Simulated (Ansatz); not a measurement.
Consider the ligand exchange at a Ge–Cl bond: `[OH][Ge][Cl]` + CH₃OH → `C[O][Ge][OH]` + HCl.

Isolated molecules relaxed with PBE0-D4/def2-TZVP in Ansatz; ΔE leaves out vibrations. CBS: MP2 limit from def2 TZ/QZ plus the TZ coupled-cluster correction, frozen cores. This one scheme is used for every species. Functionals use def2-TZVPP. B3LYP here is the variant with VWN-RPA as its local correlation; programs differ in this. For Ge outer-core shells are correlated without core-valence functions, which leaves a few kJ/mol of doubt a bond. Scalar relativity is left out up to krypton. Each species was taken in one conformer, which may not be the lowest.

Is it downhill or uphill in electronic energy at CCSD(T)/CBS, and by how much? (An estimate is asked.)

Computed: Uphill: ΔE = +36.2 kJ/mol.

What do these levels give: r2SCAN-D4, PBE0-D4, ωB97X-V, r2SCAN, B3LYP, MP2/def2-TZVPP, CCSD(T)/def2-TZVPP, SCS-MP2/def2-QZVPP, CCSD/def2-QZVPP, CCSD(T)/def2-QZVPP, HF/CBS(def2), CCSD/CBS(def2)? (Estimate.)

Computed: r2SCAN-D4 39.3, PBE0-D4 45.9, ωB97X-V 37.9, r2SCAN 40.1, B3LYP 44.5, MP2/def2-TZVPP 31.7, CCSD(T)/def2-TZVPP 31.7, SCS-MP2/def2-QZVPP 34.5, CCSD/def2-QZVPP 35.7, CCSD(T)/def2-QZVPP 33.7, HF/CBS(def2) 48.8, CCSD/CBS(def2) 38.4 kJ/mol.

Largest T1 diagnostic among the species: 0.015.

The D4 term adds −3.6 kJ/mol with B3LYP and −2.1 kJ/mol with PBE0; it sums over pairs of atoms, weighted by their polarisabilities, and B3LYP, whose exchange is more repulsive, gets the larger term. In def2-TZVPP, CCSD(T) changes the Hartree–Fock value by −18.0 kJ/mol (the triples alone add −2.2 kJ/mol) and MP2 by −18.0 kJ/mol.
